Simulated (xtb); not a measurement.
SZn, singlet, from a rough starting geometry (GFN-xTB shapes and energies of metal compounds can be far from the true ones); GFN2-xTB (xtb 6.7.1).

The xtb input:
```
$ xtb mol.xyz --gfn 2 --opt vtight --json

# file mol.xyz
2

Zn     0.06496750     0.01740674    -1.00899020
S     -0.05542336     0.04555694     1.07407708
```

What the program printed (banner, timings and long lists left out):

```
   ID    Z sym.   atoms
    1   30 Zn     1
    2   16 S      2

           -------------------------------------------------
          |                Calculation Setup                |
           -------------------------------------------------

           -------------------------------------------------
          |                 G F N 2 - x T B                 |
           -------------------------------------------------

          ...................................................
          :                      SETUP                      :
          :.................................................:
          :  # basis functions                  14          :
          :  # atomic orbitals                  13          :
          :  # shells                            5          :
          :  # electrons                         8          :
          :  max. iterations                   250          :
          :  Hamiltonian                  GFN2-xTB          :
          :  restarted?                      false          :
          :  GBSA solvation                  false          :
          :  PC potential                    false          :
          :  electronic temp.          300.0000000     K    :
          :  accuracy                    1.0000000          :
          :  -> integral cutoff          0.2500000E+02      :
          :  -> integral neglect         0.1000000E-07      :
          :  -> SCF convergence          0.1000000E-05 Eh   :
          :  -> wf. convergence          0.1000000E-03 e    :
          :  Broyden damping             0.4000000          :
          :  net charge                          0          :
          :  unpaired electrons                  0          :
          ...................................................

 iter      E             dE          RMSdq      gap      omega  full diag
   1     -3.7770762 -0.377708E+01  0.203E+01    1.45       0.0  T
   2     -3.7555509  0.215253E-01  0.813E+00    1.56       1.0  T
   3     -3.6437363  0.111815E+00  0.130E+01    0.65       1.0  T
   4     -3.7819844 -0.138248E+00  0.202E+00    0.88       1.0  T
   5     -3.7857039 -0.371955E-02  0.645E-01    0.95       1.0  T
   6     -3.7855972  0.106752E-03  0.643E-01    1.00       1.0  T
   7     -3.7859065 -0.309308E-03  0.471E-02    0.99       1.5  T
   8     -3.7859069 -0.373896E-06  0.243E-02    0.99       2.9  T
   9     -3.7859068  0.278257E-07  0.142E-02    0.98       5.0  T
[...]
         :: total energy              -3.778191362779 Eh    ::
 * total energy  :    -3.7781914 Eh     change       -0.4392242E-09 Eh
 * total energy  :    -3.7784374 Eh     change       -0.2460426E-03 Eh
 * total energy  :    -3.7784389 Eh     change       -0.1451096E-05 Eh
 * total energy  :    -3.7784399 Eh     change       -0.1006243E-05 Eh
 * total energy  :    -3.7784399 Eh     change       -0.9385781E-10 Eh
   *** GEOMETRY OPTIMIZATION CONVERGED AFTER 5 ITERATIONS ***
         :: total energy              -3.778439863215 Eh    ::
[...]
         6                         -0.1184439              -3.2230
         7                         -0.1184439              -3.2230
         8                         -0.0047546              -0.1294
         9                          0.0017234               0.0469
        10                          0.0017234               0.0469
        11                          0.0222977               0.6068
        12                          0.0222977               0.6068
        13                          0.4121056              11.2140
      -------------------------------------------------------------
                  HL-Gap            0.0398439 Eh            1.0842 eV
             Fermi-level           -0.3635327 Eh           -9.8922 eV

     #   Z          covCN         q      C6AA      α(0)
     1  30 Zn       0.848     0.294   246.368    36.185
     2  16 S        0.848    -0.294   151.687    20.832

 Mol. C6AA /au·bohr⁶  :        770.496584
 Mol. C8AA /au·bohr⁸  :      49660.944286
 Mol. α(0) /au        :         57.017233

Wiberg/Mayer (AO) data.
largest (>0.10) Wiberg bond orders for each atom

 ---------------------------------------------------------------------------
     #   Z sym  total        # sym  WBO       # sym  WBO       # sym  WBO
 ---------------------------------------------------------------------------
     1  30 Zn   1.628 --     2 S    1.628
     2  16 S    1.628 --     1 Zn   1.628
 ---------------------------------------------------------------------------

Topologies differ in total number of bonds
Writing topology from bond orders to xtbtopo.mol

molecular dipole:
                 x           y           z       tot (Debye)
 q only:        0.066      -0.015      -1.140
   full:        0.110      -0.026      -1.897       4.830
molecular quadrupole (traceless):
                xx          xy          yy          xz          yz          zz
 q only:        0.072       0.006       0.068      -0.009      -0.103      -0.140
  q+dip:       -0.317       0.008      -0.328      -0.092      -0.154       0.645
   full:       -0.100       0.009      -0.110      -0.054      -0.163       0.210

optimized geometry written to: xtbopt.xyz

           -------------------------------------------------
          | TOTAL ENERGY               -3.778439863215 Eh   |
          | GRADIENT NORM               0.000000082123 Eh/α |
          | HOMO-LUMO GAP               1.084208768678 eV   |
           -------------------------------------------------
```
